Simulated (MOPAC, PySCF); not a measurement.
C$_{4}$H$_{7}$N, SMILES `C=C=CNC`, neutral singlet in the gas phase. 

Cartesian coordinates (Å):
SMILES: C(=C=C)NC
```xyz
12

C      2.1853     0.6248     0.1402
C      1.1806    -0.1964     0.2435
C      0.1867    -1.0325     0.4217
N     -1.1646    -0.7544     0.2625
C     -1.5176     0.4891    -0.3732
H      2.5000     1.2518     0.9721
H      2.7557     0.7208    -0.7810
H      0.4058    -2.0395     0.7673
H     -1.6905    -1.5485    -0.0666
H     -2.6028     0.5621    -0.4483
H     -1.0785     0.6009    -1.3749
H     -1.1600     1.3218     0.2368
```
Charge 0, multiplicity 1.

All levels are single points at this geometry (PBE0-D3(BJ)/def2-TZVP); Pople sets use spherical d functions. Orbital energies aren't observables, and empty levels follow the basis.

```
level                            HOMO (eV)  LUMO (eV)  gap (eV)  dipole (D)  vertical IE, Delta-SCF (eV)
-------------------------------  ---------  ---------  --------  ----------  ---------------------------
ωB97X-D3(BJ)/def2-TZVP in PySCF      -8.11       2.30     10.42        1.38                         7.92
B3LYP/6-311+G** in PySCF             -5.63      -0.40      5.23        1.40                            –
PBE/6-31G* in PySCF                  -4.25      -0.24      4.01        1.53                         7.45
HF/3-21G in PySCF                    -8.18       4.88     13.05        1.44                            –
HF/STO-3G in PySCF                   -6.44       8.82     15.26        1.30                            –
PM7 in MOPAC                         -8.34       1.07      9.41        1.59                            –
```
